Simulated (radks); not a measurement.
Initial-state core-level shifts of the gold ion Au+ when its valence configuration changes from [Xe] 4f14 5d10. Calculated with a radial shooting solver on a logarithmic mesh with Libxc functionals: non-relativistic Kohn-Sham, LDA (Slater exchange, Perdew-Wang correlation), spin-polarised, spherical densities, point nucleus; open shells are filled with parallel spins first (spin-orbit coupling, left out, can overturn this in heavy ions); relativity is left out, which matters for an element this heavy. Shifts are changes of the shell-averaged eigenvalues in eV (positive: less bound); the change of the density at the nucleus, which sets a Mossbauer isomer shift, is in e/bohr^3, on a base of 3.533e+05.

| valence | 2s | 3s | 3p | 5s | density at nucleus |
|---|---|---|---|---|---|
| 4f12 5d10 6s2 | -39.398 | -42.942 | -42.830 | -15.025 | +96.92 |
| 4f14 5d9 6s1 | -4.342 | -4.295 | -4.296 | -3.988 | +21.27 |
| 4f14 5d9.5 6p0.5 | -2.821 | -2.806 | -2.806 | -2.671 | +1.03 |
| 4f14 5d9 6p1 | -5.637 | -5.601 | -5.602 | -5.300 | +2.19 |
| 4f12 5d10 6p2 | -41.789 | -45.359 | -45.245 | -17.440 | +53.26 |
| 4f14 5d8 6p2 | -11.319 | -11.224 | -11.226 | -10.484 | +5.00 |
| 4f13.5 5d9 6s1 6p0.5 | -14.593 | -15.412 | -15.383 | -8.370 | +35.75 |
| 4f13 5d10 6s1 | -19.074 | -20.830 | -20.771 | -7.289 | +44.99 |
| 4f13 5d10 6p1 | -20.399 | -22.166 | -22.107 | -8.633 | +25.78 |
